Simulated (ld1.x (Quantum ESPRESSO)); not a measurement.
## Logarithmic derivatives: Au, TM

* Element: Au
* Generator: ld1.x (Quantum ESPRESSO) 7.5
* Type: norm-conserving Troullier–Martins (Kleinman–Bylander form)
* Functional: PBE
* Relativity: scalar-relativistic
* Frozen core: [Kr] 4d10 4f14
* Valence charge: 19
* Reference configuration: 5s2 5p6 5d10 6s0 6p0 (charge +1)
* Partial waves: 5s (bound): rc 1.45 bohr; 5p (bound): rc 1.20 bohr; 5d (bound): rc 2.40 bohr
* Local potential: all-electron potential smoothed inside 0.95 bohr (lloc = -2)
* Core correction: a·sin(br)/r model core inside 0.65 bohr

The phase is arctan(r·u′/u) with u = r·R(r), unwrapped; energies in Ry, scanned from -11 to 5 Ry. A pole is an energy at which the radial function vanishes at the test radius. The pseudo phase is shifted by a multiple of π to meet the all-electron one at the reference energy, and phase errors are pseudo minus all-electron; the curves can meet again beyond the range given. Levels narrower than the energy grid can be missing from the lists of poles. n/a: not evaluated, since a narrow level or a reset projector energy made the automatic matching unsafe.

| channel | radius (bohr) | reference energy (Ry) | poles, all-electron | poles, pseudo | unbroken range about the reference energy with phases within 0.05 rad | phase error 1 Ry above the reference energy (rad) |
| --- | --- | --- | --- | --- | --- | --- |
| s | 2.58 | -8.59 | 1.00 | -1.33, 2.42 | n/a | n/a |
| p | 2.58 | -5.02 | -4.99, 2.77 | -4.99, 2.59 | below -0.3 | -0.000 |
| d | 2.58 | -1.13 | -0.78 | -0.78 | below 1.7 | +0.001 |

Note: ghost state, extra bound levels that the all-electron valence spectrum of the same l lacks: s at -22.4 eV. A true bound ghost makes a file unfit for plane-wave use.

Phases in the s channel:

```tsv
E (Ry)	all-electron	pseudo
-11.00	1.444	1.444
-10.52	1.441	1.441
-10.04	1.437	1.437
-9.56	1.433	1.433
-9.08	1.427	1.427
-8.60	1.131	1.131
-8.12	-1.719	-1.719
-7.64	-1.726	-1.726
-7.16	-1.734	-1.734
-6.68	-1.742	-1.742
-6.20	-1.751	-1.751
-5.72	-1.761	-1.761
-5.24	-1.774	-1.774
-4.76	-1.789	-1.790
-4.28	-1.808	-1.810
-3.80	-1.834	-1.838
-3.32	-1.869	-1.878
-2.84	-1.922	-1.947
-2.36	-2.011	-2.108
-1.88	-2.191	-3.053
-1.40	-2.691	-4.655
-0.92	-3.788	-4.950
-0.44	-4.349	-5.250
0.04	-4.549	-6.162
0.52	-4.649	-7.291
1.00	-4.712	-7.608
1.48	-4.760	-7.734
1.96	-4.801	-7.806
2.44	-4.843	-7.855
2.92	-4.890	-7.895
3.40	-4.951	-7.932
3.88	-5.043	-7.970
4.36	-5.210	-8.013
4.84	-5.603	-8.070
```
